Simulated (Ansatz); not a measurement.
```yaml
crystal:
  periodic: [false, false, false]
  atoms:
    - {symbol: C, position_ang: [0.131538, 1.765746, 0.749030]}
    - {symbol: C, position_ang: [-0.407678, 0.554967, 0.030435]}
    - {symbol: O, position_ang: [0.555925, -0.481401, 0.070074]}
    - {symbol: Si, position_ang: [0.297075, -1.948449, -0.619923]}
    - {symbol: H, position_ang: [1.050345, 2.114632, 0.273831]}
    - {symbol: H, position_ang: [-0.600016, 2.577067, 0.728544]}
    - {symbol: H, position_ang: [0.353741, 1.524811, 1.790336]}
    - {symbol: H, position_ang: [-0.642809, 0.805411, -1.013002]}
    - {symbol: H, position_ang: [-1.339384, 0.215703, 0.503286]}
    - {symbol: H, position_ang: [0.056202, -1.813453, -2.084654]}
    - {symbol: H, position_ang: [-0.893034, -2.616628, -0.020872]}
    - {symbol: H, position_ang: [1.515095, -2.753706, -0.373083]}
basis:
  gaussian: {orbitals: def2-mTZVP, final_grid: {core_spheres: 1, valence_spheres: 1, degree: 5}}
magnetization: {spin_polarized: true, initial_magnetization: 2}
hamiltonian: {xc: {name: r2SCAN}}
output: {forces: true}
```

```sh
$ ansatz run in.yaml --threads 4 --pin off --events-out ev --progress --plain --max-ram 10444MiB
```

It prints (some lines left out):

```
Functional definition: r2SCAN
1086 factors; their error is unknown
mean field evaluation 1: about -12108.3016 eV, gradient 5.3e1 eV
mean field evaluation 2: about -12047.4068 eV, gradient 1.2e2 eV
mean field evaluation 4: about -12118.5706 eV, gradient 2.5e1 eV
mean field evaluation 8: about -12121.4444 eV, gradient 3.6e-1 eV
mean field evaluation 32: about -12092.4105 eV, gradient 1.2e-1 eV
mean field -12092.41090135 eV, -444.3879040940 hartree, gradient 2.4e-5 eV, S^2 2.011164; 2 other end points of the search recorded, 0 dependent functions left out
reference -12092.41103120 eV, -444.3879088661 hartree; 22, 20 occupied and 86, 88 virtual orbitals, 1086 factors
Total energy: -12092.41103120 eV, -444.3879088661 hartree
Atom 0 at     0.131538     1.765746     0.749030 Å, force    -0.934726    -5.517486    -2.575048 eV/Å
Atom 1 at    -0.407678     0.554967     0.030435 Å, force     1.081343    10.009989     4.392045 eV/Å
Atom 2 at     0.555925    -0.481401     0.070074 Å, force   -12.430797    -6.469351    -8.237623 eV/Å
Atom 3 at     0.297075    -1.948449    -0.619923 Å, force     6.841062     5.148095     5.150777 eV/Å
Atom 4 at     1.050345     2.114632     0.273831 Å, force    -5.978434    -2.250243     3.035192 eV/Å
Atom 5 at    -0.600016     2.577067     0.728544 Å, force     5.480652    -5.641969     0.323515 eV/Å
Atom 6 at     0.353741     1.524811     1.790336 Å, force    -1.489894     1.550614    -6.736402 eV/Å
Atom 7 at    -0.642809     0.805411    -1.013002 Å, force     1.694824    -1.886301     6.993811 eV/Å
Atom 8 at    -1.339384     0.215703     0.503286 Å, force     6.381881     2.081104    -3.208452 eV/Å
Atom 9 at     0.056202    -1.813453    -2.084654 Å, force     0.132833    -0.264126     2.122786 eV/Å
Atom 10 at    -0.893034    -2.616628    -0.020872 Å, force     1.593327     0.970588    -1.052951 eV/Å
Atom 11 at     1.515095    -2.753706    -0.373083 Å, force    -2.372068     2.269084    -0.207650 eV/Å
Dipole moment:    -0.318124     0.767524     0.152301 e Å
```

In this input the integration grid is far too coarse. The calculation finished and met its thresholds. The result belongs to that input, not to the molecule as meant.
